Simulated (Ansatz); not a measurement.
`O[B](F)[InH2]` + `CC(C)[O][GeH2][F]` → `CC(C)OB(O)F` + `[F][GeH2][InH2]`  (redistribution)

Gas-phase electronic energies from Ansatz, PBE0-D4/def2-TZVP geometries. CBS: MP2 limit from def2 TZ/QZ plus the TZ coupled-cluster correction, frozen cores. Functionals use def2-TZVPP. B3LYP here is the variant with VWN-RPA as its local correlation; programs differ in this. Elements past krypton have def2 core potentials. For Ge, In outer-core shells are correlated without core-valence functions, which leaves a few kJ/mol of doubt a bond. Scalar relativity is left out up to krypton. Each species was taken in one conformer, which may not be the lowest.

`O[B](F)[InH2]`:

Z-matrix (Å, degrees):
```
B
F 1 1.333
In 1 2.285 2 115.9
O 1 1.351 2 114.6 3 -180.0
H 3 1.730 1 122.1 2 88.9
H 3 1.730 1 122.2 2 -89.7
H 4 0.958 1 114.6 2 179.9
```

`CC(C)[O][GeH2][F]`:

```xyz
15

C     0.967   -0.628    1.034
C    -0.232   -0.431    0.128
C    -1.530   -0.840    0.788
O    -0.353    0.944   -0.235
Ge    0.476    1.577   -1.645
F     2.185    1.629   -1.305
H     1.063   -1.678    1.321
H     0.850   -0.030    1.941
H     1.889   -0.319    0.538
H    -0.094   -1.038   -0.781
H    -1.699   -0.236    1.683
H    -1.499   -1.892    1.081
H    -2.372   -0.692    0.110
H     0.009    3.019   -1.826
H     0.339    0.614   -2.833
```

`CC(C)OB(O)F`:

```xyz
15

C     1.184    0.577    0.783
C    -0.002    0.453   -0.149
C     0.163    1.259   -1.416
O    -0.163   -0.916   -0.535
B    -0.878   -1.779    0.206
O    -1.510   -1.410    1.356
F    -0.966   -3.043   -0.221
H     2.093    0.227    0.287
H     1.330    1.619    1.076
H     1.029   -0.013    1.688
H    -0.908    0.774    0.376
H     0.268    2.320   -1.181
H    -0.703    1.134   -2.069
H     1.053    0.934   -1.960
H    -1.990   -2.136    1.760
```

`[F][GeH2][InH2]`:

Z-matrix (Å, degrees):
```
Ge
In 1 2.616
F 1 1.757 2 108.3
H 1 1.545 2 115.3 3 -116.5
H 1 1.545 2 115.3 3 116.5
H 2 1.727 1 118.5 3 179.8
H 2 1.720 1 120.3 3 -0.2
```

| level | ΔE (kcal/mol) |
| --- | --- |
| PBE-D4 | -35.2 |
| B3LYP-D4 | -37.0 |
| PBE0 | -37.4 |
| SCS-MP2/def2-TZVPP | -33.6 |
| HF/def2-QZVPP | -39.6 |
| MP2/def2-QZVPP | -34.3 |
| SCS-MP2/def2-QZVPP | -34.2 |
| CCSD/CBS(def2) | -36.5 |

**Question.** What does CCSD(T)/CBS give? (Best estimate.)

**Answer.** Ansatz gave: -35.4 kcal/mol. The listed levels differ from it by 0.2, -1.6, -2.0, 1.8, -4.2, 1.1, 1.2, -1.1 kcal/mol.

Largest T1 diagnostic among the species: 0.014.

From PBE to PBE0 (25 % exact exchange), in def2-TZVPP and without D4, ΔE moves by −1.8 kcal/mol. In def2-TZVPP, CCSD(T) changes the Hartree–Fock value by +5.5 kcal/mol (the triples alone add +1.1 kcal/mol) and MP2 by +6.0 kcal/mol.
